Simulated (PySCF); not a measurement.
Start geometry of `C=CC1=C(CC#N)C1` from GFN2-xTB (Å):
```
atom  x, y, z in Å
C1     2.8220    0.3325    0.3092
C2     1.5476    0.5594    0.6228
C3     0.4658   -0.0825   -0.0333
C4    -0.8140   -0.2983   -0.2060
C5    -2.2349   -0.0710    0.1149
C6    -2.3721    0.8932    1.1804
N7    -2.4647    1.6580    2.0240
C8     0.0957   -1.0720   -1.1112
H9     3.6291    0.8295    0.8181
H10    3.0900   -0.3620   -0.4698
H11    1.2763    1.2569    1.4057
H12   -2.7660    0.2973   -0.7716
H13   -2.7069   -1.0127    0.4213
H14    0.1824   -0.7868   -2.1551
H15    0.2455   -2.1336   -0.9412
```

Question: What comes out of this run: PBE0-D3(BJ)/def2-SVP geometry optimisation, gas phase in PySCF 2.14.0?

Answer: 
```
atom  x, y, z in Å
C1     2.766    0.624    0.347
C2     1.481    0.852    0.657
C3     0.391    0.200   -0.010
C4    -0.883   -0.011   -0.189
C5    -2.294    0.253    0.161
C6    -2.427    1.231    1.237
N7    -2.512    2.008    2.089
C8     0.026   -0.789   -1.083
H9     3.578    1.134    0.871
H10    3.035   -0.082   -0.443
H11    1.215    1.560    1.449
H12   -2.846    0.614   -0.724
H13   -2.795   -0.684    0.462
H14    0.127   -0.504   -2.143
H15    0.180   -1.866   -0.906
```

The energy falls by 5.9 kJ/mol over 4 energy and gradient evaluations, the largest force component goes from 0.0269 to 3.6e-04 Eh/bohr, and the atoms move by 0.024 Å rms after alignment. Among the bonds, C5–C6, C1–H9, C1–H10, C8–H14 and C8–H15 change most and about equally (+0.016 to +0.017 Å). Bonds longer at the end by more than 0.005 Å: 11 of 15; shorter: 2. Among the angles that change most is H12–C5–H13, from 107.8° to 105.6°. Rotational constants go from 3712, 1252, 947.5 to 3618, 1248, 939.0 MHz. The orientation of the end geometry is arbitrary; only internal coordinates are fixed.

The run used 147 basis functions and 29 SCF cycles in all. The run took 20 s wall on x86-64 server, one thread, shared host.

No PBE0-D3(BJ)/def2-SVP frequencies stand behind this structure, so it isn't proved a minimum. One conformer, not necessarily the lowest.
